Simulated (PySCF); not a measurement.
Species: C3H7BrOSi.
Bonds: C1–C2 (double), C2–Br3, C2–C4, C4–Si5, Si5–O6. Hydrogens: H7, H8 on C1; H9, H10 on C4; H11, H12 on Si5; H13 on O6.

Computed with PBE0-D3(BJ)/def2-SVP geometry optimisation, gas phase (PySCF 2.14.0).

Q: List the bond lengths, angles and torsions at this level.

A: 
```csv
bond,length (Å),order
C1=C2,1.332,double
C2–Br3,1.916,single
C2–C4,1.487,single
C4–Si5,1.901,single
Si5–O6,1.661,single
C1–H7,1.093,single
C1–H8,1.091,single
"C4–H9, C4–H10",1.103,single
"Si5–H11, Si5–H12",1.492,single
O6–H13,0.965,single
```

Bonds in one row agree within 0.01 Å and their mean is given. Orders are formal, as drawn. A selection of angles:
```csv
angle,degrees
C2–C1–H7,119.2
C2–C1–H8,122.4
H7–C1–H8,118.3
C1–C2–Br3,118.3
C1–C2–C4,127.6
Br3–C2–C4,114.1
C2–C4–Si5,114.0
C2–C4–H9,110.9
C2–C4–H10,108.8
Si5–C4–H9,108.2
H9–C4–H10,107.6
C4–Si5–O6,111.9
C4–Si5–H11,108.7
C4–Si5–H12,107.1
O6–Si5–H11,106.5
O6–Si5–H12,112.7
H11–Si5–H12,110.0
Si5–O6–H13,114.8
```

Dihedral angles: C1–C2–C4–Si5 109° (anticlinal); C2–C4–Si5–O6 71° (synclinal); H13–O6–Si5–C4 -46° (synclinal). The mirror-image conformer, all signs reversed, is as good.

O6 (silanol oxygen) is bent (angle 114.8°). Of the pairs four or more bonds apart, Br3···H13 is among the closest relative to their van der Waals radii: 2.68 Å, 88 % of the sum of Bondi's values. Si5 (oxygen-bound silicon) is tetrahedral (angles from 106.5° to 112.7°). The 2 C–C bonds span 1.332 Å (C1=C2, drawn double) to 1.487 Å (C2–C4, drawn single), a spread of 0.155 Å.

Point group: C1 (no symmetry element, even within 0.4 Å). Stationary, but not proved a minimum. One conformer, not necessarily the lowest (C1–C2–C4–Si5 109°, C2–C4–Si5–O6 71°, C4–Si5–O6–H -46°).
